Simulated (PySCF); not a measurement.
**Ionisation energy of Re⁶⁴⁺ by level of theory**

Re⁶⁴⁺ [Ne] 3s1 (2S) → Re⁶⁵⁺ [Ne] (1S), as a difference of total energies. Calculation: PySCF 2.14, in an even-tempered Gaussian basis (17 s from 18 bohr⁻², ratio 2.5; 12 p from 24 bohr⁻², ratio 2.5; 4 d from 87 bohr⁻², ratio 2.7; 4 f from 130 bohr⁻², ratio 2.7); scalar relativity by spin-free X2C-1e. Correlated levels: outer shells: 1s2 frozen; virtual orbitals above 40 to 60 times the deepest correlated orbital energy dropped. The calculations carry no spin-orbit coupling.

| method | ionisation energy (eV) |
| --- | --- |
| UHF | 7370.7 |
| LDA | 7374.4 |
| PBE | 7380.0 |
| PBE0 | 7377.8 |
| r2SCAN | 7369.5 |
| MN15 | 7375.1 |
| B97-3 | 7375.0 |
| MP2 (outer shells) | 7371.5 |
| SCS-MP2 (outer shells) | 7371.4 |

Breit and QED terms and the two-electron picture change are absent.

For comparison: 7366 ± 24 eV (theoretical estimate listed by NIST; NIST Atomic Spectra Database, ionization energies).
